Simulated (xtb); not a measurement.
BiI2, doublet, from a rough starting geometry (GFN-xTB shapes and energies of metal compounds can be far from the true ones) (the spin is typed, not shown lowest); GFN2-xTB run with xtb 6.7.1.

xtb was given this input:
```
$ xtb mol.xyz --gfn 2 --uhf 1 --opt vtight --json

# file mol.xyz
3

Bi     1.03444165     0.55041709     0.33193851
I     -0.85980516     1.29029489    -1.48678386
I     -0.20941944    -1.83034030     1.20527305
```

Output, abridged:

```
   ID    Z sym.   atoms
    1   83 Bi     1
    2   53 I      2, 3

           -------------------------------------------------
          |                Calculation Setup                |
           -------------------------------------------------

           -------------------------------------------------
          |                 G F N 2 - x T B                 |
           -------------------------------------------------

          ...................................................
          :                      SETUP                      :
          :.................................................:
          :  # basis functions                  24          :
          :  # atomic orbitals                  22          :
          :  # shells                            8          :
          :  # electrons                        19          :
          :  max. iterations                   250          :
          :  Hamiltonian                  GFN2-xTB          :
          :  restarted?                      false          :
          :  GBSA solvation                  false          :
          :  PC potential                    false          :
          :  electronic temp.          300.0000000     K    :
          :  accuracy                    1.0000000          :
          :  -> integral cutoff          0.2500000E+02      :
          :  -> integral neglect         0.1000000E-07      :
          :  -> SCF convergence          0.1000000E-05 Eh   :
          :  -> wf. convergence          0.1000000E-03 e    :
          :  Broyden damping             0.4000000          :
          :  net charge                          0          :
          :  unpaired electrons                  1          :
          ...................................................

 iter      E             dE          RMSdq      gap      omega  full diag
   1     -9.7908598 -0.979086E+01  0.259E+01    3.57       0.0  T
   2     -9.9662371 -0.175377E+00  0.119E+01    2.32       1.0  T
   3    -10.0895825 -0.123345E+00  0.711E+00    2.92       1.0  T
   4    -10.0886300  0.952468E-03  0.499E+00    2.92       1.0  T
   5    -10.0930459 -0.441585E-02  0.127E+00    2.81       1.0  T
   6    -10.0932982 -0.252373E-03  0.619E-01    2.83       1.0  T
   7    -10.0933217 -0.234455E-04  0.193E-01    2.84       1.0  T
   8    -10.0933361 -0.144250E-04  0.496E-02    2.83       1.2  T
   9    -10.0933364 -0.268446E-06  0.186E-02    2.83       3.1  T
  10    -10.0933364 -0.337328E-07  0.154E-02    2.82       3.8  T
  11    -10.0933365 -0.870734E-07  0.613E-03    2.83       9.4  T
  12    -10.0933365 -0.332835E-08  0.284E-03    2.83      20.3  T
  13    -10.0933365 -0.268251E-09  0.157E-03    2.83      36.7  T
  14    -10.0933365 -0.153099E-08  0.288E-04    2.83     200.2  T
  15    -10.0933365 -0.770939E-11  0.298E-04    2.83     193.5  T

   *** convergence criteria satisfied after 15 iterations ***

         :::::::::::::::::::::::::::::::::::::::::::::::::::::
         ::                     SUMMARY                     ::
         :::::::::::::::::::::::::::::::::::::::::::::::::::::
         :: total energy             -10.084778803790 Eh    ::
         :: gradient norm              0.025531760938 Eh/a0 ::
         :: HOMO-LUMO gap              2.825666294084 eV    ::
         ::.................................................::
         :: SCC energy               -10.093336416200 Eh    ::
         :: -> isotropic ES            0.020898252511 Eh    ::
         :: -> anisotropic ES          0.005924325973 Eh    ::
         :: -> anisotropic XC         -0.008006551403 Eh    ::
         :: -> dispersion             -0.003535725395 Eh    ::
         :: repulsion energy           0.008557612410 Eh    ::
         :: add. restraining           0.000000000000 Eh    ::
         :: total charge              -0.000000000000 e     ::
         :::::::::::::::::::::::::::::::::::::::::::::::::::::

      -----------------------------------------------------------
     |                   =====================                   |
     |                        A N C O P T                        |
     |                   =====================                   |
     |               Approximate Normal Coordinate               |
     |                Rational Function Optimizer                |
      -----------------------------------------------------------
      -----------------------------------------------------------
     |                   =====================                   |
     |                        A N C O P T                        |
     |                   =====================                   |
     |               Approximate Normal Coordinate               |
     |                Rational Function Optimizer                |
      -----------------------------------------------------------

          ...................................................
          :                      SETUP                      :
          :.................................................:
          :   optimization level         verytight          :
          :   max. optcycles                   200          :
          :   ANC micro-cycles                  20          :
          :   degrees of freedom                 3          :
          :.................................................:
          :   RF solver                   davidson          :
          :   write xtbopt.log                true          :
          :   linear?                        false          :
          :   energy convergence         0.1000000E-06 Eh   :
          :   grad. convergence          0.2000000E-03 Eh/α :
          :   maxmium RF displ.          1.0000000          :
          :   Hlow (freq-cutoff)         0.1000000E-01      :
          :   Hmax (freq-cutoff)         5.0000000          :
          :   S6 in model hess.         20.0000000          :
          ...................................................

[...]
 * total energy  :   -10.0847788 Eh     change       -0.3049472E-10 Eh
 * total energy  :   -10.0643407 Eh     change        0.2043812E-01 Eh
 * total energy  :   -10.0789481 Eh     change       -0.1460737E-01 Eh
 * total energy  :    -9.9906069 Eh     change        0.8834119E-01 Eh
 * total energy  :   -10.0846093 Eh     change       -0.9400241E-01 Eh
 * total energy  :   -10.0854998 Eh     change       -0.8905324E-03 Eh
 * total energy  :   -10.0858768 Eh     change       -0.3769790E-03 Eh
 * total energy  :   -10.0859338 Eh     change       -0.5701794E-04 Eh
 * total energy  :   -10.0859611 Eh     change       -0.2731084E-04 Eh
 * total energy  :   -10.0859724 Eh     change       -0.1124431E-04 Eh
 * total energy  :   -10.0859724 Eh     change       -0.2291689E-07 Eh
   *** GEOMETRY OPTIMIZATION CONVERGED AFTER 11 ITERATIONS ***
[...]
          :  PC potential                    false          :
          :  electronic temp.          300.0000000     K    :
          :  accuracy                    1.0000000          :
          :  -> integral cutoff          0.2500000E+02      :
          :  -> integral neglect         0.1000000E-07      :
          :  -> SCF convergence          0.1000000E-05 Eh   :
          :  -> wf. convergence          0.1000000E-03 e    :
          :  Broyden damping             0.4000000          :
          :  net charge                          0          :
          :  unpaired electrons                  1          :
          ...................................................

 iter      E             dE          RMSdq      gap      omega  full diag
   1    -10.0927885 -0.100928E+02  0.242E-04    2.87       0.0  T
   2    -10.0927885 -0.448708E-11  0.188E-04    2.87     306.9  T
   3    -10.0927885 -0.707878E-11  0.884E-05    2.87     653.3  T

   *** convergence criteria satisfied after 3 iterations ***

         :::::::::::::::::::::::::::::::::::::::::::::::::::::
         ::                     SUMMARY                     ::
         :::::::::::::::::::::::::::::::::::::::::::::::::::::
         :: total energy             -10.085972390353 Eh    ::
         :: gradient norm              0.000055287104 Eh/a0 ::
         :: HOMO-LUMO gap              2.865582733170 eV    ::
         ::.................................................::
         :: SCC energy               -10.092788390925 Eh    ::
         :: -> isotropic ES            0.021547243426 Eh    ::
         :: -> anisotropic ES          0.005731754683 Eh    ::
         :: -> anisotropic XC         -0.007093516388 Eh    ::
         :: -> dispersion             -0.003529607806 Eh    ::
         :: repulsion energy           0.006816000572 Eh    ::
         :: add. restraining           0.000000000000 Eh    ::
         :: total charge              -0.000000000000 e     ::
         :::::::::::::::::::::::::::::::::::::::::::::::::::::

           -------------------------------------------------
          |                Property Printout                |
           -------------------------------------------------

    * Orbital Energies and Occupations

         #    Occupation            Energy/Eh            Energy/eV
      -------------------------------------------------------------
         1        2.0000           -0.9512434             -25.8846
         2        2.0000           -0.7392204             -20.1152
         3        2.0000           -0.7280338             -19.8108
         4        2.0000           -0.4727084             -12.8630
         5        2.0000           -0.4588586             -12.4862
         6        2.0000           -0.4283692             -11.6565
         7        2.0000           -0.4171577             -11.3514
         8        2.0000           -0.4169208             -11.3450
         9        2.0000           -0.4143518             -11.2751
        10        1.0000           -0.3224887              -8.7754 (HOMO)
        11                         -0.2171805              -5.9098 (LUMO)
        12                         -0.2034895              -5.5372
        13                          0.0206947               0.5631
        14                          0.0310686               0.8454
        15                          0.0321880               0.8759
        16                          0.0323901               0.8814
        17                          0.0371329               1.0104
        18                          0.0383480               1.0435
        19                          0.0439164               1.1950
        20                          0.0759328               2.0662
        21                          0.2008147               5.4644
        22                          0.4241051              11.5405
      -------------------------------------------------------------
                  HL-Gap            0.1053082 Eh            2.8656 eV
             Fermi-level           -0.3191274 Eh           -8.6839 eV

     #   Z          covCN         q      C6AA      α(0)
     1  83 Bi       1.760     0.487   480.578    43.142
     2  53 I        0.901    -0.243   390.147    34.098
     3  53 I        0.901    -0.244   390.149    34.098

 Mol. C6AA /au·bohr⁶  :       3763.015757
 Mol. C8AA /au·bohr⁸  :     403473.229400
 Mol. α(0) /au        :        111.337074

Wiberg/Mayer (AO) data.
largest (>0.10) Wiberg bond orders for each atom

 ---------------------------------------------------------------------------
     #   Z sym  total        # sym  WBO       # sym  WBO       # sym  WBO
 ---------------------------------------------------------------------------
     1  83 Bi   1.930 --     2 I    0.965     3 I    0.965
     2  53 I    1.006 --     1 Bi   0.965
     3  53 I    1.006 --     1 Bi   0.965
 ---------------------------------------------------------------------------

Topologies differ in total number of bonds
Writing topology from bond orders to xtbtopo.mol

molecular dipole:
                 x           y           z       tot (Debye)
 q only:        1.471       0.729       0.472
   full:        2.880       1.428       0.924       8.501
molecular quadrupole (traceless):
                xx          xy          yy          xz          yz          zz
 q only:        4.657       2.473      -2.966      -0.433       5.916      -1.691
  q+dip:       10.123       4.310      -7.172      -2.875      15.495      -2.951
   full:       10.012       4.915      -6.643      -1.657      13.686      -3.369

optimized geometry written to: xtbopt.xyz

           -------------------------------------------------
          | TOTAL ENERGY              -10.085972390353 Eh   |
          | GRADIENT NORM               0.000055287104 Eh/α |
          | HOMO-LUMO GAP               2.865582733170 eV   |
           -------------------------------------------------

normal termination of xtb
```
